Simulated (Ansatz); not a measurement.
Stepwise reaction of gallium trichloride with ammonia, as a gas-phase model of exchange steps in deposition or etching. ΔE in kJ/mol; ΔG adds harmonic PBE0-D4 terms to CCSD(T)/CBS, at 1 bar.

Program: Ansatz. Geometries: PBE0-D4/def2-TZVP. ΔE: electronic, gas phase. CCSD(T)/CBS is the MP2 limit (def2-TZVPP, def2-QZVPP) plus CCSD(T) − MP2 in def2-TZVPP, frozen cores. This one scheme is used for every species. DFT in def2-TZVPP. B3LYP here is the variant with VWN-RPA as its local correlation; programs differ in this. For Ga outer-core shells are correlated without core-valence functions, which leaves a few kJ/mol of doubt a bond. Scalar relativity is left out up to krypton. Each species was taken in one conformer, which may not be the lowest.

```csv
step,reaction,PBE-D4,B3LYP-D4,ωB97M-V,CCSD(T)/CBS,ΔG(600 K)
1,`[Cl][Ga]([Cl])[Cl]` + NH₃ → `[NH2][Ga]([Cl])[Cl]` + HCl,67.0,66.9,66.3,60.5,39.6
2,`[NH2][Ga]([Cl])[Cl]` + NH₃ → `[NH2][Ga]([NH2])[Cl]` + HCl,81.5,82.4,82.3,76.7,74.7
3,`[NH2][Ga]([NH2])[Cl]` + NH₃ → `[NH2][Ga]([NH2])[NH2]` + HCl,97.7,98.7,99.0,92.4,79.5
```

**Question.** By hand: ΔE of the 3 steps together at CCSD(T)/CBS.

**Answer.** (60.5) + (76.7) + (92.4) = 229.6 kJ/mol, or 76.5 kJ/mol a step.

In ΔE each step is higher than the one before. All are uphill at CCSD(T)/CBS. ΔG lies between 39.6 and 79.5 kJ/mol a step. PBE-D4 differs from CCSD(T)/CBS by 4.8 to 6.5 kJ/mol a step. Isolated molecules leave out the surface, adducts and barriers. Largest T1 diagnostic: 0.012.
